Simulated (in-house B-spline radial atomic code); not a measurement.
Spin-orbit splittings of orbital energies (j = l + 1/2 less j = l - 1/2) and ratios of mean radii (lower j over upper j) along the 19-electron series, configuration [Ar] 3d1. Computed with an all-electron radial atomic-structure program (B-spline basis): Dirac-Hartree-Fock, average of the configuration, finite nuclei.

```
  ion   Z  splitting of 2p (eV)  radius ratio of 2p  splitting of 3p (eV)  radius ratio of 3p  splitting of 3d (eV)  radius ratio of 3d
Rb18+  37                61.781             0.97481                12.447             0.98513                2.3853             0.99527
Sr19+  38                69.561             0.97341                14.214             0.98435                2.7718             0.99498
Zr21+  40                     ?                   ?                     ?                   ?                     ?                   ?
Nb22+  41                97.484             0.96895                20.667             0.98186                4.2093             0.99405
Mo23+  42                108.49             0.96738                23.247             0.98098                4.7923             0.99372
Tc24+  43                120.42             0.96576                26.067             0.98007                5.4331             0.99338
Ru25+  44                133.35              0.9641                29.141             0.97914                6.1352             0.99303
Rh26+  45                147.33              0.9624                32.485             0.97818                6.9027             0.99267
Pd27+  46                162.41             0.96066                36.116             0.97719                7.7392              0.9923
Ag28+  47                178.67             0.95887                40.051             0.97618                 8.649             0.99193
Cd29+  48                196.17             0.95703                44.308             0.97514                9.6362             0.99154
In30+  49                214.98             0.95515                48.906             0.97408                10.705             0.99114
Sn31+  50                     ?                   ?                     ?                   ?                     ?                   ?
Sb32+  51                256.79             0.95125                59.205             0.97186                13.106             0.99032
Te33+  52                279.95             0.94922                64.946             0.97071                14.447              0.9899
 I34+  53                304.72             0.94716                71.112             0.96954                15.888             0.98946
Xe35+  54                331.18             0.94504                77.725             0.96833                17.434             0.98902
Cs36+  55                     ?                   ?                     ?                   ?                     ?                   ?
Ba37+  56                389.52             0.94066                92.388             0.96583                20.861              0.9881
```

**Question.** Fill in the row of Zr21+.

**Answer.** splitting of 2p (eV): 87.364; radius ratio of 2p: 0.97048; splitting of 3p (eV): 18.31; radius ratio of 3p: 0.98271; splitting of 3d (eV): 3.6805; radius ratio of 3d: 0.99437.

**Question.** Fill in the row of Sn31+.

**Answer.** splitting of 2p (eV): 235.16; radius ratio of 2p: 0.95322; splitting of 3p (eV): 53.865; radius ratio of 3p: 0.97299; splitting of 3d (eV): 11.86; radius ratio of 3d: 0.99074.

**Question.** Fill in the row of Cs36+.

**Answer.** splitting of 2p (eV): 359.42; radius ratio of 2p: 0.94287; splitting of 3p (eV): 84.809; radius ratio of 3p: 0.96709; splitting of 3d (eV): 19.09; radius ratio of 3d: 0.98856.

**Question.** With what power of Z does the column «splitting of 3p (eV)» change over this range?

**Answer.** A fit of the logarithm of its size against log Z from Z = 37 to 56 has slope 4.83. An unscreened hydrogenic electron would give 4 at low Z; screening makes the apparent power larger near the neutral end, and relativity raises it again at high Z.
